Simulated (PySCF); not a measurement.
Gas-phase reaction: ZrCl₃OH + HCl → ZrCl₄.H₂O

Method: PySCF energies (xtb for GFN2) plus ideal-gas RRHO corrections (1 bar). † marks an energy on the PBE0/def2-TZVP geometry and frequencies; other levels use their own. CCSD(T) freezes the core. All species are closed-shell singlets. Zr: scalar-relativistic def2 core potential, no spin-orbit coupling. Adducts (ZrCl₄.H₂O) have no counterpoise correction, and HF, PBE, BLYP, B3LYP and PBE0 lack dispersion. ZrCl₃OH, ZrCl₄.H₂O: computed as isolated molecules; such fragments, hydroxides, amides, oligomers or adducts are transient or little studied in the gas. CCSD(T) isn't extrapolated to the basis-set limit. The harmonic model lacks anharmonicity and excited electronic states, which grow with temperature; levels with a mode under 35 cm⁻¹ are left out. Soft modes under 120 cm⁻¹ make the harmonic entropy rough for ZrCl₃OH, ZrCl₄.H₂O.

```tsv
level	ΔE electronic, kJ	ΔH°(298 K), kJ	ΔS°(298 K), J/K	ΔG°(1400 K), kJ
CCSD(T)/def2-SVP†	-93	-78	-128	95
GFN2-xTB	-199	-186	-123	-21
HF/def2-TZVP†	-68	-53	-128	120
PBE/def2-TZVP†	-75	-60	-128	113
PBE0/def2-QZVP†	-80	-65	-128	108
PBE0/def2-SVP†	-99	-83	-128	89
PBE0/def2-TZVP	-81	-66	-128	107
ωB97X-V/def2-TZVP†	-83	-68	-128	105
```
ΔH° is lowest at GFN2-xTB and highest at HF/def2-TZVP†. No reference value is set beside these.
